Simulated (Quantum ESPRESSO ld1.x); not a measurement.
Initial-state core-level shifts of the aluminium ion Al+ when its valence configuration changes from [Ne] 3s2. Calculated with ld1.x of Quantum ESPRESSO 7.5: Dirac Kohn-Sham, LDA (Slater exchange, Perdew-Zunger correlation), spin-unpolarised, spherical densities, point nucleus; open shells are shared between the two j in proportion to 2j + 1. Shifts are changes of the shell-averaged eigenvalues in eV (positive: less bound).

\begin{tabular}{lrrr}
valence & 1s & 2s & 2p \\ \hline
3s1 3p1 & -1.728 & -1.698 & -1.680 \\
3p2 & -3.352 & -3.302 & -3.264 \\
3s1.5 3p0.5 & -0.878 & -0.861 & -0.853 \\
3s0.5 3p1.5 & -2.553 & -2.511 & -2.484 \\
\end{tabular}
